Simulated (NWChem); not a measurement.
C$_{4}$H$_{8}$O; SMILES C[C@H]1CCO1

```xyz
13

C     -0.0332    -1.8135    -0.2533
C      0.0224    -0.4780     0.4623
C      1.0828     0.5578     0.0208
C     -0.1282     1.4799    -0.2168
O     -1.0570     0.4097     0.0630
H     -0.9629    -2.3398    -0.0089
H      0.0052    -1.6723    -1.3392
H      0.8094    -2.4479     0.0492
H      0.0029    -0.6312     1.5521
H      1.8000     0.8776     0.7812
H      1.6216     0.2756    -0.8888
H     -0.2561     1.8788    -1.2307
H     -0.2264     2.3044     0.5032
```
Atoms are numbered in this order, from 1.

Program: NWChem. Medium grid unless said otherwise, to which SCAN and Minnesota functionals are sensitive. Structure relaxed at the B3LYP/6-31G* (spherical d) level. Total energies of different functionals are on different scales.

| level | energy (Ha) | highest occupied level (eV) | orbital gap (eV) | dipole (D) |
|---|---|---|---|---|
| PBE/def2-TZVP | -232.2166 | -5.54 | 6.09 | 1.71 |
| B3LYP/def2-TZVP | -232.5210 | -6.89 | 7.90 | 1.85 |
| PBE0/def2-TZVP | -232.2418 | ? | ? | 1.82 |
| r2SCAN/def2-TZVP | -232.3769 | -5.84 | 7.11 | 1.79 |
| LDA (Slater exchange, VWN5)/def2-TZVP | -230.5032 | -5.65 | 6.04 | 1.79 |
| Hartree-Fock/def2-TZVP | -231.0391 | -11.10 | 14.97 | 2.06 |

**Question.** Fill in the missing entries.

**Answer.** 
- PBE0/def2-TZVP, highest occupied level (eV): -7.12
- PBE0/def2-TZVP, orbital gap (eV): 8.48
